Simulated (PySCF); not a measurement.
**Dipole response of In²⁺ (indium, charge +2)**

[Kr] 4d10 5s1, 2S determinant. Calculation: PySCF 2.14, in aug-cc-pwCVTZ-DK3 with one added diffuse shell each of s, p, d, f type (11s10p8d5f1g, 125 functions); the spin-free X2C one-electron Hamiltonian (Gaussian nucleus). Coupled (time-dependent) response in atomic units; α is the mean over directions.

```csv
method,mean α (bohr³),C₆ (like pair),S(−4)
UHF,17.51,82.72,240.7
PBE,13.21,63.66,111.3
PBE0,13.97,66.71,131.4
```

S(−4) is the Cauchy moment in α(ω) = α(0) + S(−4) ω² + …

α(iu) at UHF:

| u (hartree) | α(iu) (bohr³) |
| --- | --- |
| 0 | 17.51 |
| 0.0500 | 16.93 |
| 0.100 | 15.45 |
| 0.200 | 11.78 |
| 0.300 | 8.919 |
| 0.500 | 5.844 |
| 0.750 | 4.163 |
| 1.00 | 3.277 |
| 1.50 | 2.290 |
| 2.00 | 1.718 |
| 3.00 | 1.069 |
| 5.00 | 0.5167 |

A single London oscillator, α(iu) = α/(1 + u²/ω²), gives C₆ = (3/4) ω α². Matching the computed C₆ needs ω = 4 × 82.72 / (3 × 17.51²) = 0.360 hartree.

For an ion, C₆ is the dispersion term alone; charge-induced terms of lower order in 1/R come first.
